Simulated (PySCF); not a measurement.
Working out the ionisation energy of Cl⁺

Cl⁺ [Ne] 3s2 3p4 (3P) → Cl²⁺ [Ne] 3s2 3p3 (4S). Computed with PySCF 2.14 in ANO-RCC-VTZP (5s4p2d1f, 34 functions), with the spin-free X2C one-electron Hamiltonian (Gaussian nucleus). Frozen: [Ne]. Energies in hartree (1 hartree = 27.21139 eV):

```
            part  Cl⁺ (lower)  Cl²⁺ (upper)
             UHF  -460.465585   -459.634815
CCSD correlation    -0.148300     -0.115962
             (T)    -0.004270     -0.003197
```

What does Hartree-Fock give?

(-459.634815) − (-460.465585) = 0.830770 hartree = 22.606 eV.

What do CCSD and CCSD(T) give?

The CCSD correlation energies differ by 0.032338 hartree = 0.880 eV and the triples by 0.001073 hartree = 0.029 eV, so CCSD gives 23.486 eV and CCSD(T) 23.515 eV.

Measured between the centres of the two terms (NIST): 23.771 eV, so CCSD(T) (valence) is off by -0.256 eV.

What remains against the reference includes basis incompleteness, the frozen core and higher excitations.
